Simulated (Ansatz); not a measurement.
Geometry optimisation, RKS PBE/def2-SVP (Ansatz 0.2.0).

Input:

```yaml
crystal:
  periodic: [false, false, false]
  atoms:
    - { symbol: Si, position_ang: [-0.480964, -0.454915, -0.421809] }
    - { symbol: H, position_ang: [0.955716, -0.48535, -0.264854] }
    - { symbol: F, position_ang: [-0.910597, -1.607448, -1.469806] }
    - { symbol: F, position_ang: [-1.240531, -0.746021, 0.968225] }
    - { symbol: F, position_ang: [-0.972849, 0.95975, -1.019435] }
    - { symbol: H, position_ang: [1.627808, 0.921913, 0.862486] }
    - { symbol: F, position_ang: [1.021319, 1.41207, 1.345293] }
basis:
  gaussian: { orbitals: def2-SVP }
hamiltonian:
  xc: pbe
relax:
  f_tol: 0.03
  max_steps: 50
```

Command:

```bash
$ ansatz run input.yaml --threads 2 --pin off --max-ram 3072MiB --backend cpu --events-out ev --progress --plain --runs-dir out
```

Where does it end, and by what steps?

The run converged. The force dipped under the threshold on the way, but the program's further checks kept it going. After 20 steps the energy has fallen by 0.241 eV; H6 moved furthest, 1.07 Å.

| step | energy less start (eV) | largest force component (eV/Å) | accepted |
| --- | --- | --- | --- |
| 0 | 0.0000 | 0.755 | yes |
| 1 | -0.0105 | 1.553 | yes |
| 2 | -0.0175 | 2.016 | yes |
| 3 | -0.0690 | 0.327 | yes |
| 4 | -0.0807 | 0.179 | yes |
| 5 | -0.0895 | 0.166 | yes |
| 6 | -0.0950 | 0.067 | yes |
| 7 | 0.0156 | 2.097 | no |
| 8 | -0.1055 | 0.272 | yes |
| 9 | -0.1171 | 0.215 | yes |
| 10 | -0.1085 | 1.122 | no |
| 11 | -0.1265 | 0.182 | yes |
| 12 | -0.1366 | 0.211 | yes |
| 13 | -0.1454 | 0.714 | yes |
| 14 | -0.1830 | 0.344 | yes |
| 15 | -0.2198 | 0.244 | yes |
| 16 | -0.2319 | 0.566 | yes |
| 17 | -0.2401 | 0.024 | yes |
| 18 | -0.2404 | 0.043 | yes |
| 19 | -0.2404 | 0.046 | yes |
| 20 | -0.2407 | 0.013 | yes |

```xyz
7
Properties=species:S:1:pos:R:3
Si -0.352 -0.558 -0.367
H 0.994 -1.158 -0.342
F -1.230 -1.238 -1.542
F -1.172 -0.735 1.009
F -0.314 1.039 -0.733
H 0.823 1.608 0.678
F 1.251 1.043 1.296
```

Time of the run: 15 s on 2 threads of Intel(R) Xeon(R) Platinum 8488C (Sapphire Rapids), with other jobs on the host, peak memory 0.14 GiB.
